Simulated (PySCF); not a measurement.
Compound: C5H5O2S (doublet state).
Numbering: `[CH:1]#[C:2][C:3]1[CH2:4][CH2:5][S:6]1(=[O:7])=[O:8]` (hydrogens: H9 on C1; H10, H11 on C4; H12, H13 on C5)

Geometry (GFN2-xTB, Å), atoms numbered from 1 in this order:
```xyz
13
C5H5O2S angstrom
C      3.0075   -0.0284   -0.8692
C      1.8334   -0.0645   -0.5384
C      0.5416   -0.0282   -0.1646
C     -0.5063   -1.0758    0.0114
C     -1.6705   -0.1875    0.4544
S     -0.5775    1.2908    0.3257
O     -0.2579    1.8758    1.5965
O     -0.9439    2.1730   -0.7452
H      4.0159   -0.0159   -1.1576
H     -0.7056   -1.6162   -0.9192
H     -0.2220   -1.8181    0.7638
H     -2.0188   -0.3615    1.4657
H     -2.5002   -0.1431   -0.2410
```

Theory: PySCF, UKS B3LYP, pcH-1 on C H O S, non-relativistic, mean-field spin-orbit, GIAO. Isolated species at its GFN2-xTB geometry, gas phase. A GFN2-xTB geometry isn't a minimum of the functional, and hyperfine couplings can be far from their values at a DFT geometry. The SCF solution wasn't tested for stability.

(1) Give the principal g shifts and their parts.

(2) At 9.75 GHz, how far is the centre of the isotropic spectrum from where a free electron (g = 2.002319) resonates?

(3) What are the electron Larmor frequencies g μB B/h along the three axes at 340 mT?

(4) In a frozen sample, at which fields do the three g values resonate at 9.5, 34, 94 and 263 GHz (hyperfine left aside), and which band first spreads them over more than twice a line width of 1.0 mT?

## Answers

(1) 
```
                    Δg (ppm)     1     2     3
relativistic mass correction  -157  -157  -157
            gauge correction    32     6    16
   orbital Zeeman/spin–orbit  -512   161   795
                       total  -637    10   654
```

So g = 2.00168, 2.00233, 2.00297 and g_iso = 2.00233; the tensor is rhombic: the two nearest values differ by 50 % of g3 − g1. Axes: g1 points within 6° of the C3–C4 bond and g3 points within 3° of the C3–S6 bond.

(2) B = hν/(g μB) with μB/h = 13.99624 MHz/mT gives 347.90 mT for the free electron and 347.90 mT at g_iso, the same within 0.01 mT.

(3) 9.5255, 9.5285, 9.5316 GHz for g1, g2 and g3, a range of 6.1 MHz.

(4) 
```json
{"band": "X", "GHz": "9.5", "B(g3) mT": "338.87", "B(g2) mT": "338.98", "B(g1) mT": "339.09", "spread mT": "0.22"}
{"band": "Q", "GHz": "34.0", "B(g3) mT": "1212.81", "B(g2) mT": "1213.20", "B(g1) mT": "1213.59", "spread mT": "0.78"}
{"band": "W", "GHz": "94.0", "B(g3) mT": "3353.06", "B(g2) mT": "3354.14", "B(g1) mT": "3355.22", "spread mT": "2.16"}
{"band": "J", "GHz": "263.0", "B(g3) mT": "9381.43", "B(g2) mT": "9384.45", "B(g1) mT": "9387.48", "spread mT": "6.05"}
```

The spread grows in proportion to the frequency. W band is the first where it exceeds 2.0 mT.

Largest spin populations (Mulliken): C3 (+0.68), C1 (+0.53), C2 (-0.24) and C4 (-0.06). The positive populations add up to 1.36 and the negative ones to -0.36, together 2S = 1. The angles at C3 add up to 360.0°, so it is planar.

The HOMO–LUMO gaps are 5.58 eV among the α and 4.31 eV among the β orbitals.

On one thread of an Arm Neoverse V2, shared host with 96 logical CPUs at a one-minute load of 21, this took 62 s (with the writing of density and orbital grids) and 1.0 GiB of memory at its peak.
